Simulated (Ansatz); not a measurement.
Coupled-cluster diagnostics for the cluster BSb₂⁻, Ansatz.

Geometry of the singlet (PBE-D4/def2-TZVPD):

```xyz
3

B     2.0489   -0.3574   -0.1542
Sb   -0.0585   -0.6146   -0.3897
Sb   -1.9904    0.9720    0.5440
```

In the def2 sets Sb takes a core potential; there is no spin–orbit coupling. Correlated methods freeze 9 core orbitals; core or outer-core shells of Sb are correlated, in sets that lack core-valence functions. The geometry of the singlet was relaxed on an unsound state (an occupied level 0.29 eV above an empty one). Another isomer (triplet) lies 2.77 eV lower at PBE0-D4/def2-TZVPD; other spin states weren't run for this one.

Question: Estimate the CCSD(T) correlation energy, the shares of MP2 and (T), T1 and the reference's ⟨S²⟩ for: charge -1, singlet, own geometry in def2-TZVPPD; and the rough time on 4 threads of Arm Neoverse V2 on a shared host.

Answer: 
| state | basis | correlation (eV) | MP2 share (%) | (T) share (%) | T1 | ⟨S²⟩ (pure) | wall time | remarks |
| --- | --- | --- | --- | --- | --- | --- | --- | --- |
| charge -1, singlet, own geometry | def2-TZVPPD | -22.160 | 95.6 | 5.6 | 0.054 | 0.00 (0.00) | 57 s | large T1 (0.054), stability undecided |
Customary marks for T1 are 0.02 (closed shells), 0.045 (open shells) and about 0.05 (3d metals). T1 exceeds 0.02 in 1 of 1 rows and 0.045 in 1; the higher it lies, the less the single-reference result can be trusted.
